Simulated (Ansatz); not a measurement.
A nudged elastic band was laid between two geometries of FGeH3 + H3N (9 atoms, charge 0, multiplicity 1).

Computed with Ansatz, RKS PBE-D4/def2-SVP.

```
movable images  : 5
climbing image  : yes
spring          : 5.0 eV/Å²
optimiser       : quadratic models (default)
start path      : through a guess of the saddle point
force threshold : 0.03 eV/Å
iteration limit : 60
end points      : relaxed
```

Initial state:

```xyz
9
Properties=species:S:1:pos:R:3
Ge 0.362 -0.043 -0.057
H 0.567 -0.240 1.464
H 1.701 0.230 -0.787
F -0.581 1.441 -0.276
H -0.429 -1.197 -0.717
N -2.773 0.056 1.332
H -2.778 -0.751 0.696
H -2.323 0.824 0.814
H -2.128 -0.187 2.096
```

Final state:

```xyz
9
Properties=species:S:1:pos:R:3
Ge -0.359 0.195 -0.731
H -1.044 -1.130 3.659
H 0.955 0.885 -0.303
F -0.981 1.134 -2.099
H -0.245 -1.262 -1.231
N -1.516 0.226 0.692
H -2.425 -0.218 0.526
H -1.670 1.150 1.110
H -1.096 -0.848 2.942
```

Problem. Which bonds break or form, and what moves?

Solution. Bonds broken: Ge1–H2, N6–H9. Bonds formed: Ge1–N6, H2–H9. FGeH3 + H3N becomes FGeH4N + H2.

Problem. Give the energies along the band, and the barrier.

Solution. The forces met the threshold. The highest image is number 2 of 0 to 6, 143.4 kJ/mol above the first end and 137.5 kJ/mol above the last; the last end lies 5.9 kJ/mol above the first. Neighbouring images differ by up to 1.3 eV, so the band resolves the path poorly. A vibrational analysis at the climbing image gives one clearly imaginary mode, 1280i cm⁻¹: a first-order saddle point. The orbitals stay closed-shell, which can raise the energy where a bond breaks towards radicals; this wasn't checked here.

```
image  path coordinate (Å)  energy (kJ/mol)  Ge1–H2 (Å)  N6–H9 (Å)  Ge1–N6 (Å)
    0                 0.00              0.0        1.55       1.03        3.43
    1                 1.85             17.4        1.55       1.03        3.39
    2                 3.70            143.4        1.98       1.25        2.00
    3                 4.64             30.0        2.68       2.02        1.85
    4                 5.58              8.5        3.56       2.54        1.83
    5                 6.52              6.7        4.17       2.55        1.83
    6                 7.46              5.9        4.64       2.53        1.83
```

Problem. What is the geometry of the highest image?

Solution. 
```xyz
9
Properties=species:S:1:pos:R:3:forces:R:3
Ge -0.280 0.008 -0.086 0.01 0.01 -0.01
H -0.057 -0.996 1.600 -0.01 0.00 0.00
H 0.918 0.879 0.352 0.00 0.00 0.00
F -0.953 1.030 -1.402 0.00 0.00 0.00
H -0.187 -1.351 -0.809 0.00 0.00 0.00
N -1.899 0.174 1.081 0.00 0.01 0.02
H -2.788 -0.148 0.670 0.00 -0.01 0.00
H -2.038 1.116 1.473 -0.01 0.00 -0.01
H -1.099 -0.579 1.685 0.01 -0.01 -0.01
```

Time of the run: 2.5 min on 2 threads of Arm Neoverse V1, with other jobs on the host, peak memory 0.13 GiB.
